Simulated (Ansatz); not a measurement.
Consider the hydrogen abstraction from a C–H bond: `C[SiH](Cl)Cl` + Cl• → `[CH2][SiH](Cl)Cl`• + HCl.

Computed with Ansatz on PBE0-D4/def2-TZVP structures; ΔE is electronic, products minus reactants. CCSD(T)/CBS adds triple-zeta CCSD(T) − MP2 to the extrapolated MP2 energy (def2 sets, frozen cores). This one scheme is used for every species, atoms too. DFT in def2-TZVPP. Open shells (•) are unrestricted, without spin–orbit coupling. Spin–orbit coupling would lower the free atoms: a little for Cl.

| level | ΔE (kJ/mol) |
| --- | --- |
| BHLYP-D4 | 16.6 |
| PBE-QIDH | 10.8 |

(1) What does CCSD(T)/CBS give? (Best estimate.)

Largest T1 diagnostic among the species: 0.010.

Results:

(1) Ansatz gave: +9.5 kJ/mol. The listed levels differ from it by 7.1, 1.3 kJ/mol.

From r2SCAN to r2SCAN0 (25 % exact exchange), in def2-TZVPP and without D4, ΔE moves by +6.5 kJ/mol. In def2-TZVPP, CCSD(T) changes the Hartree–Fock value by −7.1 kJ/mol (the triples alone add −1.2 kJ/mol) and MP2 by −8.7 kJ/mol. At CCSD(T), def2-SVP lies +22.5 kJ/mol from the extrapolated value and def2-TZVPP +5.9 kJ/mol.

CCSD(T)/CBS has its own doubt, a few kJ/mol and more with outer-core shells, so smaller differences from it don't rank the levels.
